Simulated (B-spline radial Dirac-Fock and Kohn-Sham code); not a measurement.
## Kohn-Sham estimates against Dirac-Fock for the levels of Ge⁴⁺

System: the Ge⁴⁺ ion in the configuration [Ar] 3d9 4p1 (an excited configuration).

The density-functional columns are spherical, spin-unpolarised Dirac-Kohn-Sham results without Breit or QED terms: −ε is minus the orbital energy of the initial state and ΔSCF the difference of two total energies. The reference in the last column comes from ΔSCF Dirac-Fock with Breit, self-energy and vacuum polarisation, finite nucleus, configuration average. All numbers are from a radial B-spline solver, in eV; a selection of levels is shown. The Kohn-Sham columns are given as differences from the reference. For the 1s level of heavy atoms much of the gap between ΔSCF and the reference is the Breit and QED part, -22.4 eV here; for other levels the error of the functional can be larger.

| level | LDA −ε − DF | LDA ΔSCF − DF | Dirac-Fock |
| --- | --- | --- | --- |
| K | -179.4 | +20.6 | 11181.0 |
| L1 | -62.5 | -28.1 | 1495.4 |
| L2 | -43.8 | -2.2 | 1326.8 |
| L3 | -44.4 | -3.7 | 1295.6 |
| M1 | -28.6 | -14.3 | 257.7 |
| M2 | -21.4 | -7.3 | 200.9 |
| M3 | -21.4 | -7.5 | 196.5 |
| M4,5 | -10.9 | +2.5 | 100.7 |
| N2,3 | -3.7 | +1.7 | 48.59 |

Values without a named source are computed, but for edge energies of neutral atoms, which are taken from tables.
